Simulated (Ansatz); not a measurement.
`ClC1(Br)C[SiH2]1` + H₂ → `ClC1C[SiH2]1` + HBr at 700 K and 1 bar (hydrogenolysis of a C–Br bond).

Computed with Ansatz on PBE0-D4/def2-TZVP structures; ΔE is electronic, products minus reactants. CCSD(T)/CBS adds triple-zeta CCSD(T) − MP2 to the extrapolated MP2 energy (def2 sets, frozen cores). This one scheme is used for every species. For Br outer-core shells are correlated without core-valence functions, which leaves a few kJ/mol of doubt a bond. Scalar relativity is left out up to krypton.

| species | CCSD(T)/CBS energy (Eh) | H − E (kJ/mol) | S (J/(mol·K)) |
| --- | --- | --- | --- |
| `ClC1(Br)C[SiH2]1` | -3400.63427 | 206.8 | 457.0 |
| H₂ | -1.17544 | 46.8 | 155.3 |
| `ClC1C[SiH2]1` | -827.92017 | 223.5 | 403.4 |
| HBr | -2573.91920 | 36.5 | 223.7 |

H − E and S are ideal-gas, rigid-rotor, harmonic terms from PBE0-D4/def2-TZVP, for one conformer and one mirror image of each species. The MP2-based limit puts H₂ 0.8 mEh under its directly extrapolated value; such offsets cancel only in part. 1 Eh = 2625.50 kJ/mol, R = 8.31446 J/(mol·K).

Q: By hand: ΔE, ΔH, ΔS and ΔG.

A: ΔE = (-827.92017) + (-2573.91920) − (-3400.63427) − (-1.17544) = -0.02966 Eh = -77.9 kJ/mol. Δ(H − E) = 223.5 + 36.5 − 206.8 − 46.8 = 6.4, so ΔH = -71.5 kJ/mol. ΔS = 403.4 + 223.7 − 457.0 − 155.3 = 14.8 J/(mol·K). ΔG = -71.5 − 700 × (14.8)/1000 = -81.9 kJ/mol.

Q: By hand: the equilibrium constant, and the temperature at which ΔG would vanish if ΔH and ΔS stayed fixed.

A: log₁₀ K = −ΔG/(RT ln 10) = 6.1. ΔH and −TΔS have one sign here, so there is no such temperature.

The number of gas molecules stays the same, so ΔS is small and ΔH decides. A doubt of 5 kJ/mol in ΔE shifts log₁₀ K by 0.4 here. Other conformers and mirror images would add mixing entropy, several J/(mol·K) or more a flexible species. These are equilibria of isolated gas molecules and say nothing of rates. Largest T1 diagnostic: 0.011 (customary marks: 0.02 for closed shells, 0.045 for open ones).
